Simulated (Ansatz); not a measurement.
Consider the formal exchange of groups at the Si–F bond: `N[SiH2]O[Si](N)(F)F` + `OC(F)Cl` → `N[SiH2]O[SiH](N)F` + `OC(F)(F)Cl`.

Program: Ansatz. Geometries: PBE0-D4/def2-TZVP. ΔE: electronic, gas phase. CBS: MP2 limit from def2 TZ/QZ plus the TZ coupled-cluster correction, frozen cores. One conformer a species, not always the lowest.

```csv
level,ΔE (eV)
CCSD(T)/def2-TZVPP,2.14
MP2/def2-QZVPP,2.25
HF/CBS(def2),2.23
MP2/CBS(def2),2.27
```

Task: What does CCSD(T)/CBS give? (Estimate.)

Result: Computed: +2.21 eV. The listed levels differ from it by -0.07, 0.04, 0.02, 0.06 eV.

Largest T1 diagnostic among the species: 0.011.

From PBE to PBE0 (25 % exact exchange), in def2-TZVPP and without D4, ΔE moves by +0.06 eV.
